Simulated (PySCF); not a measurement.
## Substituent effects on chemical shifts

Parent skeleton `[AlH3:1]`; one hydrogen on atom 1 is replaced by X. Hydrogens on one atom are averaged.

- PBE0-D3(BJ)/def2-SVP structure
- PBE0/pcSseg-1 with gauge-including orbitals
- code: PySCF 2.14.0 with density-fitted response routines
- non-relativistic, no solvent, a single conformation, averaged over atoms made equivalent by symmetry, fast rotation or ring inversion

δ = σ(ref) − σ, references computed at the same level: 27Al (σ = 489.28 ppm) against AlH4-; TMS for 1H (σ = 31.27 ppm).

Parent (X = H): Al1 211.6, H(Al1) 5.46 ppm. Effects are Δδ = δ(X) − δ(H), positive for deshielding.

Problem. Order these by the shift of Al1, most shielded first.
A. X = CH3
B. X = nPr
C. X = cPr
D. X = NHSiH3
E. X = Cl
F. X = C2H5

Solution. D (-73.1 ppm), E (-54.4 ppm), C (-0.7 ppm), A (+12.7 ppm), F (+15.3 ppm), B (+19.2 ppm).

Problem. Order these by the shift of H(Al1), most shielded first.
A. X = Cl
B. X = NHSiH3
C. X = NHCH3
D. X = C2H5

Solution. C (-1.07 ppm), B (-0.85 ppm), A (-0.43 ppm), D (-0.02 ppm).
